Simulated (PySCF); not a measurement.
This script is equivalent to a calculation on Mg (magnesium, neutral).

```python
from pyscf import gto, scf, dft, mp, cc
mol = gto.M(atom="Mg 0 0 0", charge=0, spin=0, symmetry="D2h",
            basis=gto.etbs([(0, 20, 0.01, 2.5), (1, 14, 0.013, 2.5), (2, 6, 0.16, 2.7), (3, 6, 0.24, 2.7)]))
mf = scf.UHF(mol)
mf.irrep_nelec = {'Ag': (3, 3), 'B1u': (1, 1), 'B2u': (1, 1), 'B3u': (1, 1)}
mf.kernel()
```

Problem. What total energy does it give?

Solution. -199.61415 hartree (calculated).

Problem. Which occupied shell lies highest, and where?

Solution. 3s, at -6.886 eV.
